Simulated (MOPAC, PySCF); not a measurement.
H$_{2}$S$_{2}$, SMILES `SS` (H–S–S–H torsion 90°), neutral singlet in the gas phase. 

Cartesian coordinates (Å):
SMILES: SS
```xyz
4

S      0.9086     0.4773    -0.4901
S     -0.9198     0.4621     0.4837
H      1.5408    -0.4497     0.2568
H     -1.5296    -0.4898    -0.2504
```
Charge 0, multiplicity 1.

All levels are single points at this geometry (B3LYP-D3(BJ)/def2-TZVP); Pople sets use spherical d functions. Orbital energies aren't observables, and empty levels follow the basis.

```tsv
level	HOMO (eV)	LUMO (eV)	gap (eV)	dipole (D)	vertical IE, Delta-SCF (eV)
B3LYP-D3(BJ)/def2-TZVP in PySCF	-7.28	-1.30	5.98	1.22	–
PBE-D3(BJ)/def2-TZVP in PySCF	-6.28	-2.07	4.21	1.23	–
B3LYP/6-311+G** in PySCF	-7.39	-1.52	5.87	1.47	–
B3LYP/LANL2DZ in PySCF	-7.47	-1.46	6.01	1.97	–
BP86/6-31G* in PySCF	-6.39	-2.17	4.21	1.55	–
M06-2X/6-31G* in PySCF	-8.74	-0.13	8.61	1.55	–
PBE/6-31G* in PySCF	-6.28	-2.08	4.20	1.57	–
SVWN5/6-31G* in PySCF	-6.34	-2.25	4.10	1.65	–
HF/3-21G in PySCF	-10.82	2.40	13.22	2.02	–
HF/6-31G* in PySCF	-10.52	2.71	13.23	1.53	9.63
HF/STO-3G in PySCF	-7.41	9.00	16.41	1.13	–
PM6 in MOPAC	-9.59	-1.39	8.20	1.35	–
PM7 in MOPAC	-9.49	-1.40	8.10	1.83	–
```
